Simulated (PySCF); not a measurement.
## From computed data to an observable: oscillator strength and radiative lifetime

C₂H₆O₂, SMILES OCCO.

The structure is a stationary point at PBE0-D3(BJ)/def2-SVP. One conformer was computed; it need not be the lowest.

PySCF with TDA-PBE/def2-SVPD puts the first singlet state with f over 0.02 at 7.49 eV (vertical), with the transition dipole (-0.027, -0.127, -0.611) in atomic units.

Question: Find the oscillator strength, the wavelength and the radiative lifetime that this transition would have in vacuum if emission retraced absorption.

Answer: 
|μ|² = 0.3902 au, so |μ| = 1.59 D. ΔE = 7.49/27.211 = 0.2753 hartree. f = (2/3) ΔE |μ|² = 0.072 (the program prints 0.072).
λ = 1239.84/7.49 = 166 nm; ν = 60411 cm⁻¹.
Einstein's coefficient A = 0.6670 ν² f s⁻¹ (ν in cm⁻¹) = 1.7e8 s⁻¹, so τ = 1/A = 5.7 ns. This state is S7; the lower singlets have f = 0.013, 0.002, 0.015, 0.003, 0.019, 0.005. The figure is the radiative limit of this one transition; relaxation, internal conversion, crossing to triplets and a medium change what is measured.
